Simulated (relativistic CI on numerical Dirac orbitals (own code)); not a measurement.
Electric-dipole transitions in Co5+

Calculated at this level of theory: Dirac-Coulomb-Breit CI, orbitals from a KLI potential per configuration, QED by a radiative potential, valence Slater integrals scaled by 0.85, P86 correlation estimate, and configurations built on the next ion tied to the tabulated ionisation energy (semi-empirical) (own radial code, finite nucleus).

CI space (outside the closed core [Ne]): 3s²3p⁶3d⁴, 3s²3p⁶3d³4s, 3s²3p⁶3d³4p, 3s²3p⁶3d³4d, 3s²3p⁶3d³5s, 3s²3p⁶3d³4f, 3s²3p⁵3d⁵, 3s²3p⁴3d⁶, 3s3p⁶3d⁵, 3s²3p⁶3d³5p, 3s²3p⁶3d²4s², 3s²3p⁶3d³5d, 3s²3p⁶3d³5f, 3s²3p⁶3d³5g, 3s²3p⁶3d²4s4p, 3s²3p⁶3d²4p², 3s²3p⁵3d⁴4s, 3p⁶3d⁶, 3s²3p⁶3d²4s4d, 3s²3p⁵3d⁴4p, 3s²3p⁶3d²4p4d. Levels of other configurations are missing.

```csv
λ vac (Å),Lower,Upper,A (s⁻¹),E lower (cm⁻¹),E upper (cm⁻¹)
267.41,3s²3p⁶3d⁴ ⁵D4 [5],3s²3p⁶3d³4p ⁵P°3 [99],9.09e+09,1738,375702
280.80,3s²3p⁶3d⁴ ³H6 [13],3s²3p⁶3d³4p ³H°6 [127],8.88e+09,28601,384731
280.92,3s²3p⁶3d⁴ ³H5 [10],3s²3p⁶3d³4p ³H°5 [124],8.11e+09,28168,384142
281.25,3s²3p⁶3d⁴ ⁵D4 [5],3s²3p⁶3d³4p ⁵D°4 [83],1.00e+10,1738,357290
287.54,3s²3p⁶3d⁴ ¹I6 [23],3s²3p⁶3d³4p ¹H°5 [143],1.90e+10,41943,389716
824.86,3s²3p⁶3d³4p ³H°5 [104],3s²3p⁶3d³4d ³I6 [254],4.50e+09,376969,498203
825.10,3s²3p⁶3d³4p ⁵G°3 [73],3s²3p⁶3d³4d ⁵H4 [188],5.24e+09,353391,474589
827.78,3s²3p⁶3d³4p ⁵G°4 [74],3s²3p⁶3d³4d ⁵H5 [191],5.28e+09,354432,475237
830.19,3s²3p⁶3d³4p ¹H°5 [120],3s²3p⁶3d³4d ¹I6 [280],5.03e+09,383165,503620
831.35,3s²3p⁶3d³4p ⁵G°5 [77],3s²3p⁶3d³4d ⁵H6 [196],5.44e+09,355715,476001
831.45,3s²3p⁶3d³4p ³H°6 [110],3s²3p⁶3d³4d ³I7 [261],4.84e+09,378758,499029
832.33,3s²3p⁶3d³4p ³G°5 [93],3s²3p⁶3d³4d ³H6 [224],5.34e+09,364664,484808
833.58,3s²3p⁶3d³4p ³G°4 [92],3s²3p⁶3d³4d ³H5 [220],5.39e+09,363747,483711
836.24,3s²3p⁶3d³4p ⁵G°6 [82],3s²3p⁶3d³4d ⁵H7 [203],5.87e+09,357284,476867
838.52,3s²3p⁶3d³4p ⁵D°4 [112],3s²3p⁶3d³4d ⁵F5 [264],5.52e+09,380107,499364
1158.1,3s²3p⁶3d³4s ³H6 [58],3s²3p⁶3d³4p ³I°7 [142],1.41e+09,303205,389553
1172.1,3s²3p⁶3d³4s ³H5 [55],3s²3p⁶3d³4p ³I°6 [135],1.31e+09,302904,388221
1195.2,3s²3p⁶3d³4s ⁵F5 [39],3s²3p⁶3d³4p ⁵G°6 [82],1.28e+09,273618,357284
1204.9,3s²3p⁶3d³4s ⁵F4 [38],3s²3p⁶3d³4p ⁵G°5 [77],1.01e+09,272718,355715
1216.6,3s²3p⁶3d³4s ³F4 [42],3s²3p⁶3d³4p ³G°5 [93],1.08e+09,282471,364664
```

Terms are leading LS components. Brackets give the number of a level in order of energy, since labels repeat. The list gives strong lines, with weight on those to low levels, without configurations that were not tied to measured data, without lines whose two gauges differ by over a factor of 2.5, among the lowest 300 of 4200 levels, so that lines to higher ones, which can be the strongest, are missing. Levels whose partners in the same complex of configurations lie outside the list can be far off, and so can their lines. Rates are taken at the computed energies, electric ones in the length gauge.

Configurations that consist of the next ion and one excited electron were tied to the tabulated ionisation energy; Rydberg ones are usually within 1,000 to 3,000 cm⁻¹ and the lowest ones within about 6,000 (9,000 in d shells), while levels on excited terms of the next ion carry the error of that term, and the other configurations can be misplaced by 10,000 cm⁻¹ or more. Rates follow the energies as ν³ (E1, M1) or ν⁵ (E2), so rates, branching and lifetimes can be off by large factors. 63 of the 63 excited levels that our extract of the measured tables holds in this range could be paired (the sources list more); they are missed by 2942 cm⁻¹ on average and 12487 at most, and levels without a partner can miss by more.
